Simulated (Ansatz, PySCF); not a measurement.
System (SMILES): C=C(F)F.
Geometry (B3LYP-D3(BJ)/def2-TZVP, fixed):
```
C
C 1 1.3156
F 1 1.3225 2 125.22
F 1 1.3225 2 125.22 3 -180.00
H 2 1.0775 1 119.81 3 0.00
H 2 1.0775 5 120.39 1 180.00
```
Charge 0, spin multiplicity 1.

Near-linear dependence at HF/d-aug-cc-pVTZ with PySCF (spherical functions, density fitting): canonical orthogonalisation drops combinations whose overlap eigenvalue lies under the threshold. The set has 312 functions.

```
threshold  orbitals kept  energy minus last row (mEh)
---------  -------------  ---------------------------
1e-3                   …                            …
1e-4                   …                            …
1e-5                   …                            …
1e-6                 312                        0.000
1e-7                 312                        0.000
1e-9                 312                        0.000
```

**Question.** Fill in the missing entries.

**Answer.** 
- 1e-3, orbitals kept: 277
- 1e-3, energy minus last row (mEh): 25.234
- 1e-4, orbitals kept: 298
- 1e-4, energy minus last row (mEh): 0.128
- 1e-5, orbitals kept: 308
- 1e-5, energy minus last row (mEh): 0.033

The smallest overlap eigenvalue is 1.1e-06. Ansatz (an electronic-structure program) at its default drops 0 functions.
